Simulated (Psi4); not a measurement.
Ca, singlet; PBE0/cc-pVTZ in Psi4.

The Psi4 input:
```
memory 2 GB

molecule mol {
0 1
Ca    0.000000    0.000000    0.000000
}

set {
  basis cc-pvtz
  reference rks
}

energy('pbe0')
print_variables()
```

What the program printed (banner, timings and long lists left out):

```
   => Loading Basis Set <=

    Name: CC-PVTZ
    Role: ORBITAL
    Keyword: BASIS

         ---------------------------------------------------------
                                   SCF
               by Justin Turney, Rob Parrish, Andy Simmonett
                          and Daniel G. A. Smith
                              RKS Reference
         ---------------------------------------------------------

  ==> Geometry <==

    Molecular point group: d2h
    Geometry (in Angstrom), charge = 0, multiplicity = 1:

       Center              X                  Y                   Z               Mass
    ------------   -----------------  -----------------  -----------------  -----------------
         CA           0.000000000000     0.000000000000     0.000000000000    39.962590863000

  Running in d2h symmetry.

  Rotational constants: A = ************  B = ************  C = ************ [cm^-1]
  Rotational constants: A = ************  B = ************  C = ************ [MHz]
  Nuclear repulsion =    0.000000000000000

  Charge       = 0
  Multiplicity = 1
  Electrons    = 20
  Nalpha       = 10
  Nbeta        = 10

  ==> Algorithm <==

  SCF Algorithm Type is DF.
  DIIS enabled.
  MOM disabled.
  Fractional occupation disabled.
  Guess Type is CORE.
  Energy threshold   = 1.00e-06
  Density threshold  = 1.00e-06
  Integral threshold = 1.00e-12

  ==> Primary Basis <==

  Basis Set: CC-PVTZ
    Blend: CC-PVTZ
    Number of shells: 15
    Number of basis functions: 43
    Number of Cartesian functions: 49
    Spherical Harmonics?: true
    Max angular momentum: 3

  ==> DFT Potential <==

   => LibXC <=

    Version 7.1.2
    S. Lehtola, C. Steigemann, M. J. T. Oliveira, and M. A. L. Marques,  SoftwareX 7, 1–5 (2018) (10.1016/j.softx.2017.11.002)

   => Composite Functional: PBE0 <=

    PBE0 Hyb-GGA Exchange-Correlation Functional

    C. Adamo and V. Barone,  J. Chem. Phys. 110, 6158 (1999) (10.1063/1.478522)
    M. Ernzerhof and G. E. Scuseria,  J. Chem. Phys. 110, 5029 (1999) (10.1063/1.478401)

    Deriv               =              1
    GGA                 =           TRUE
    Meta                =          FALSE

    Exchange Hybrid     =           TRUE
    MP2 Hybrid          =          FALSE

   => Exchange Functionals <=

    0.7500   Perdew, Burke & Ernzerhof

   => Exact (HF) Exchange <=

    0.2500               HF

   => Correlation Functionals <=

    1.0000   Perdew, Burke & Ernzerhof

   => LibXC Density Thresholds  <==

    XC_HYB_GGA_XC_PBEH:  1.00E-15

   => Molecular Quadrature <=

    Radial Scheme          =       TREUTLER
    Pruning Scheme         =           NONE
    Nuclear Scheme         =       TREUTLER

    Blocking Scheme        =         OCTREE
    BS radius alpha        =              1
    Pruning alpha          =              1
    Radial Points          =             75
    Spherical Points       =            302
    Total Points           =          21436
    Total Blocks           =            248
    Max Points             =            251
    Max Functions          =             43
    Weights Tolerance      =       1.00E-15

   => Loading Basis Set <=

    Name: (CC-PVTZ AUX)
    Role: JKFIT
    Keyword: DF_BASIS_SCF

  ==> Integral Setup <==

  SCF_SUBTYPE=INCORE selected. In-core MEM_DF algorithm will be used.
  Using in-core AOs.

  ==> MemDFJK: Density-Fitted J/K Matrices <==

    J tasked:                   Yes
    K tasked:                   Yes
    wK tasked:                   No
    Algorithm:                 Core
    Schwarz Cutoff:           1E-12
    Mask sparsity (%):       0.0000
    Fitting Condition:        1E-10

   => Auxiliary Basis Set <=

  Basis Set: (CC-PVTZ AUX)
    Blend: DEF2-UNIVERSAL-JKFIT
    Number of shells: 44
    Number of basis functions: 160
    Number of Cartesian functions: 203
    Spherical Harmonics?: true
    Max angular momentum: 4

  Minimum eigenvalue in the overlap matrix is 1.0688239956E-02.
  Reciprocal condition number of the overlap matrix is 4.7403190274E-03.
    Using symmetric orthogonalization.

  ==> Pre-Iterations <==

  SCF Guess: Core (One-Electron) Hamiltonian.

   -------------------------------------------------------
    Irrep   Nso     Nmo     Nalpha   Nbeta   Ndocc  Nsocc
   -------------------------------------------------------
     Ag        12      12       4       4       4       0
     B1g        3       3       0       0       0       0
     B2g        3       3       0       0       0       0
     B3g        3       3       0       0       0       0
     Au         1       1       0       0       0       0
     B1u        7       7       2       2       2       0
     B2u        7       7       2       2       2       0
     B3u        7       7       2       2       2       0
   -------------------------------------------------------
    Total      43      43      10      10      10       0
   -------------------------------------------------------

  ==> Iterations <==

                           Total Energy        Delta E     RMS |[F,P]|

   @DF-RKS iter   1:  -673.40102554742145   -6.73401e+02   1.08282e-01 ADIIS
   @DF-RKS iter   2:  -673.95819958302729   -5.57174e-01   1.53658e-01 ADIIS
   @DF-RKS iter   3:  -676.90102596332326   -2.94283e+00   3.19640e-02 DIIS/ADIIS
   @DF-RKS iter   4:  -677.21575680359581   -3.14731e-01   2.77083e-02 DIIS/ADIIS
   @DF-RKS iter   5:  -677.37954508775681   -1.63788e-01   5.11569e-03 DIIS/ADIIS
   @DF-RKS iter   6:  -677.38731411470485   -7.76903e-03   5.57174e-04 DIIS/ADIIS
   @DF-RKS iter   7:  -677.38736126450090   -4.71498e-05   8.43709e-05 DIIS
   @DF-RKS iter   8:  -677.38736286067910   -1.59618e-06   7.21111e-06 DIIS
   @DF-RKS iter   9:  -677.38736290992074   -4.92416e-08   1.47740e-06 DIIS
   @DF-RKS iter  10:  -677.38736291657824   -6.65750e-09   1.66233e-07 DIIS
  Energy and wave function converged.

  ==> Post-Iterations <==

   Electrons on quadrature grid:
      Ntotal   =   20.0000003838 ; deviation = 3.838e-07

    Orbital Energies [Eh]
    ---------------------

    Doubly Occupied:

       1Ag  -145.612330     2Ag   -15.538427     1B3u  -12.639090
       1B2u  -12.639090     1B1u  -12.639090     3Ag    -1.860088
       2B2u   -1.119305     2B3u   -1.119305     2B1u   -1.119305
       4Ag    -0.158488

    Virtual:

       3B1u   -0.035693     3B3u   -0.035693     3B2u   -0.035693
       5Ag    -0.024118     1B1g   -0.024118     6Ag    -0.024118
       1B3g   -0.024118     1B2g   -0.024118     7Ag     0.038303
       8Ag     0.088082     2B2g    0.088082     2B3g    0.088082
       2B1g    0.088082     9Ag     0.088082     4B1u    0.088640
       4B3u    0.088640     4B2u    0.088640     5B2u    0.416633
       5B3u    0.416633     5B1u    0.416633     1Au     0.416633
       6B2u    0.416633     6B3u    0.416633     6B1u    0.416633
      10Ag     0.461546    11Ag     0.472234     3B1g    0.472234
       3B3g    0.472234     3B2g    0.472234    12Ag     0.472234
       7B2u    0.623365     7B3u    0.623365     7B1u    0.623365

    Final Occupation by Irrep:
             Ag   B1g   B2g   B3g    Au   B1u   B2u   B3u
    DOCC [     4,    0,    0,    0,    0,    2,    2,    2 ]
    NA   [     4,    0,    0,    0,    0,    2,    2,    2 ]
    NB   [     4,    0,    0,    0,    0,    2,    2,    2 ]

  @DF-RKS Final Energy:  -677.38736291657824

   => Energetics <=

    Nuclear Repulsion Energy =              0.0000000000000000
    One-Electron Energy =                -926.8065047615551748
    Two-Electron Energy =                 276.4640128163188706
    DFT Exchange-Correlation Energy =     -27.0448709713419255
    Empirical Dispersion Energy =           0.0000000000000000
    VV10 Nonlocal Energy =                  0.0000000000000000
    Total Energy =                       -677.3873629165782404

Computation Completed

Properties will be evaluated at   0.000000,   0.000000,   0.000000 [a0]

Properties computed using the SCF density matrix

 Multipole Moments:

 ------------------------------------------------------------------------------------
     Multipole            Electronic (a.u.)      Nuclear  (a.u.)        Total (a.u.)
 ------------------------------------------------------------------------------------

 L = 1.  Multiply by 2.5417464519 to convert [e a0] to [Debye]
 Dipole X            :          0.0000000            0.0000000            0.0000000
 Dipole Y            :          0.0000000            0.0000000            0.0000000
 Dipole Z            :          0.0000000            0.0000000            0.0000000
 Magnitude           :                                                    0.0000000

 ------------------------------------------------------------------------------------

  Variable Map:
  ----------------------------------------------------------------------------
  "CURRENT ENERGY"              =>    -677.387362916578
  "CURRENT REFERENCE ENERGY"    =>    -677.387362916578
  "DD SOLVATION ENERGY"         =>       0.000000000000
  "DFT FUNCTIONAL TOTAL ENERGY" =>    -677.387362916578
  "DFT TOTAL ENERGY"            =>    -677.387362916578
  "DFT VV10 ENERGY"             =>       0.000000000000
  "DFT XC ENERGY"               =>     -27.044870971342
  "GRID ELECTRONS ALPHA"        =>      10.000000191900
  "GRID ELECTRONS BETA"         =>      10.000000191900
  "GRID ELECTRONS TOTAL"        =>      20.000000383800
  "NUCLEAR REPULSION ENERGY"    =>       0.000000000000
  "ONE-ELECTRON ENERGY"         =>    -926.806504761555
  "PCM POLARIZATION ENERGY"     =>       0.000000000000
  "PE ENERGY"                   =>       0.000000000000
  "SCF ITERATION ENERGY"        =>    -677.387362916578
  "SCF ITERATIONS"              =>      10.000000000000
  "SCF TOTAL ENERGY"            =>    -677.387362916578
  "TWO-ELECTRON ENERGY"         =>     276.464012816319
  "XC GRID RADIAL POINTS"       =>      75.000000000000
  "XC GRID SPHERICAL POINTS"    =>     302.000000000000
  "XC GRID TOTAL POINTS"        =>   21436.000000000000

  Array Variable Map:
  ----------------------------------------------------------------------------
  "CURRENT DIPOLE"              =>       0.000000000000 ... 0.000000000000 1 by 3
  "SCF DIPOLE"                  =>       0.000000000000 ... 0.000000000000 1 by 3
  "SCF TOTAL ENERGIES"          =>    -673.401025547421 ... -677.387362916578 1 by 10
```
